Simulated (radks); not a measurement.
Question: The mean radii <r> (bohr) of the occupied orbitals of an atom or ion are listed with their occupations. Calculated with a radial shooting solver on a logarithmic mesh with Libxc functionals: Dirac Kohn-Sham, BLYP, spin-unpolarised, spherical densities, finite nucleus; Fermi nuclear charge, rms radius of each element as measured or else 0.836 A^(1/3) + 0.57 fm.

| orbital | occ. | <r> |
|---|---|---|
| 1s1/2 | 2 | 0.05845 |
| 2s1/2 | 2 | 0.2667 |
| 2p1/2 | 2 | 0.2332 |
| 2p3/2 | 4 | 0.2363 |
| 3s1/2 | 2 | 0.8029 |
| 3p1/2 | 1.66667 | 0.8368 |
| 3p3/2 | 3.33333 | 0.8455 |
| 3d3/2 | 2.4 | 0.9817 |
| 3d5/2 | 3.6 | 0.9852 |

Name the element and its charge. Open shells, if any, are shared by 2j + 1.

Answer: Z = 26, iron, charge +3: Fe3+ in [Ne] 3s2 3p5 3d6. The 1s radius gives Z: for a bare nucleus <r> = (2 gamma + 1)/(2Z) with gamma = sqrt(1 - (Z/c)^2), 0.05699 bohr for Z = 26, and screening makes it slightly larger (0.05845 here). The occupations add up to 23, and the charge is Z minus that.
